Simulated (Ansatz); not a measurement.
Computed with Ansatz on PBE0-D4/def2-TZVP structures; ΔE is electronic, products minus reactants. CCSD(T)/CBS is the MP2 limit (def2-TZVPP, def2-QZVPP) plus CCSD(T) − MP2 in def2-TZVPP, frozen cores. This one scheme is used for every species. DFT in def2-TZVPP. B3LYP here is the variant with VWN-RPA as its local correlation; programs differ in this. For Ge outer-core shells are correlated without core-valence functions, which leaves a few kJ/mol of doubt a bond. Scalar relativity is left out up to krypton. Each species was taken in one conformer, which may not be the lowest.

`N[SiH](F)P` + `[NH2][GeH2][OH]` → `[NH2][GeH2][O][SiH](N)F` + PH₃  (cleavage of the Si–P bond)

Is it downhill or uphill in electronic energy at CCSD(T)/CBS, and by how much? (Best estimate.)

Computed: Downhill: ΔE = -1.30 eV.

What do these levels give: PBE0-D4, B3LYP-D4, ωB97M-V, B2PLYP, PBE, HF/def2-TZVPP, MP2/def2-TZVPP, CCSD/def2-TZVPP, HF/def2-QZVPP, MP2/def2-QZVPP, MP2/CBS(def2), CCSD/CBS(def2)? (Best estimate.)

Computed: PBE0-D4 -1.17, B3LYP-D4 -1.32, ωB97M-V -1.33, B2PLYP -1.31, PBE -1.05, HF/def2-TZVPP -1.50, MP2/def2-TZVPP -1.35, CCSD/def2-TZVPP -1.38, HF/def2-QZVPP -1.50, MP2/def2-QZVPP -1.32, MP2/CBS(def2) -1.29, CCSD/CBS(def2) -1.32 eV.

Largest T1 diagnostic among the species: 0.013.

In def2-TZVPP, CCSD(T) changes the Hartree–Fock value by +0.13 eV (the triples alone add +0.02 eV) and MP2 by +0.14 eV. From PBE to PBE0 (25 % exact exchange), in def2-TZVPP and without D4, ΔE moves by −0.08 eV.
